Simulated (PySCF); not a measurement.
C6H15Sb, SMILES C[CH2][Sb]([CH2]C)[CH2]C. Atoms are numbered in the order given.

```xyz
22

Sb     0.1078    -0.1499     0.7865
C      1.4836     1.1385    -0.3856
C      0.9541     1.7266    -1.6897
H      2.3751     0.5141    -0.5638
H      1.7973     1.9387     0.3033
H      0.0779     2.3724    -1.5222
H      0.6516     0.9461    -2.4036
H      1.7215     2.3453    -2.1875
C     -1.7377     0.3108    -0.3286
C     -2.4155     1.5970     0.1383
H     -2.3964    -0.5605    -0.1797
H     -1.4935     0.3528    -1.4002
H     -1.7654     2.4764    -0.0031
H     -2.6749     1.5557     1.2090
H     -3.3485     1.7912    -0.4188
C      0.5299    -2.0241    -0.3051
C      0.5986    -1.9446    -1.8266
H     -0.2549    -2.7272     0.0210
H      1.4772    -2.4023     0.1137
H      1.4085    -1.2788    -2.1637
H     -0.3407    -1.5685    -2.2619
H      0.7890    -2.9371    -2.2721
```
Charge 0, spin multiplicity 1.

Geometry: B3LYP-D3(BJ)/def2-SVP. The isomer is the one that the SMILES or the coordinates give; other isomers of the formula were not compared. The def2 effective core potentials stand for the cores of Sb; spin–orbit coupling is left out. Other conformers were not sampled.

The numbers are results of PBE0/def2-SVP in PySCF, not measurements.

ESP charges are fitted to the potential on shells at 1.4 to 2.0 van der Waals radii. Atomic charges (e):

```
atom  Löwdin  Mulliken  ESP fit
----  ------  --------  -------
Sb1     0.50      0.46    -0.28
C2     -0.22       ___     0.20
C3     -0.08       ___    -0.43
H4      0.03       ___     0.00
H5      0.03       ___     0.01
H6      0.03      0.05     0.11
H7      0.03      0.04     0.12
H8      0.03      0.04     0.08
C9     -0.22       ___     0.33
C10    -0.08       ___    -0.57
H11     0.03       ___     0.00
H12     0.02       ___    -0.04
H13     0.02      0.05     0.16
H14     0.03      0.05     0.15
H15     0.03      0.05     0.11
C16    -0.22       ___     0.07
C17    -0.08       ___    -0.38
H18     0.03       ___     0.04
H19     0.03       ___     0.04
H20     0.03      0.05     0.12
H21     0.03      0.05     0.09
H22     0.03      0.04     0.08
```

Question: Complete the blanks. (An estimate is asked for; the answer gives what the named calculation found.)

Answer: 
- C2, Mulliken: -0.36
- C3, Mulliken: -0.08
- H4, Mulliken: 0.07
- H5, Mulliken: 0.07
- C9, Mulliken: -0.35
- C10, Mulliken: -0.08
- H11, Mulliken: 0.07
- H12, Mulliken: 0.07
- C16, Mulliken: -0.35
- C17, Mulliken: -0.08
- H18, Mulliken: 0.07
- H19, Mulliken: 0.07
